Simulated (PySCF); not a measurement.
# Spin-rotation constants: C3H6BF3N2

Geometry (Å), atoms numbered from 1 in this order:
```xyz
15

C    -2.603   -0.677   -0.568
C    -1.638    0.219   -0.013
N    -0.858    0.932    0.428
B     1.281    0.530    0.897
N     1.902    1.635    0.360
C     1.284   -0.796   -0.039
F     1.039   -0.555   -1.355
F     2.487   -1.420   -0.020
F     0.388   -1.756    0.302
H    -3.313   -0.974    0.202
H    -3.130   -0.193   -1.389
H    -2.082   -1.560   -0.939
H     1.066    0.413    2.036
H     2.031    2.496    0.863
H     2.142    1.712   -0.615
```

Method: GIAO PBE/pcSseg-1 magnetisability, rotational g tensor and spin-rotation constants, non-relativistic, gas phase in PySCF 2.14.0. Geometry: GFN2-xTB.

The bonding changed while the geometry was optimised; results refer to the coordinates, not to the name.

Give the nuclear spin-rotation constants along the inertial axes (H = +C I·J) beside the isotropic shieldings.

Rotational constants 2.2081, 1.2259, 0.9410 GHz. A star marks the isotopologue with that one atom substituted, in its own axes.
| atom | isotope | Caa (kHz) | Cbb (kHz) | Ccc (kHz) | mean (kHz) | σ (ppm) |
| --- | --- | --- | --- | --- | --- | --- |
| N3 | 14N | 0.286 | 0.139 | 0.195 | 0.207 | -14.8 |
| B4 | 11B | 0.377 | 0.379 | 0.262 | 0.340 | 74.2 |
| N5 | 14N | 0.098 | 0.099 | 0.077 | 0.091 | 169.7 |
| F7 | 19F | 2.639 | 2.185 | 0.856 | 1.893 | 245.4 |
| F8 | 19F | 2.816 | 1.809 | 1.247 | 1.957 | 234.4 |
| F9 | 19F | 2.936 | 1.639 | 1.248 | 1.941 | 239.2 |
| H10 | 1H | -0.139 | -0.138 | -0.028 | -0.102 | 29.7 |
| H11 | 1H | -0.155 | -0.135 | -0.025 | -0.105 | 29.7 |
| H12 | 1H | -0.179 | -0.009 | -0.104 | -0.098 | 29.4 |
| H13 | 1H | -0.225 | -0.100 | 0.060 | -0.088 | 27.2 |
| H14 | 1H | -0.266 | 0.052 | -0.101 | -0.105 | 28.4 |
| H15 | 1H | -0.261 | -0.132 | 0.040 | -0.118 | 28.3 |
| C1 | 13C* | 0.260 | 0.142 | 0.120 | 0.174 | 181.3 |
| C2 | 13C* | 0.544 | 0.288 | 0.417 | 0.416 | 58.6 |
| C6 | 13C* | 0.772 | 0.408 | 0.314 | 0.498 | 37.0 |

For the geometry as given, no vibrational averaging.
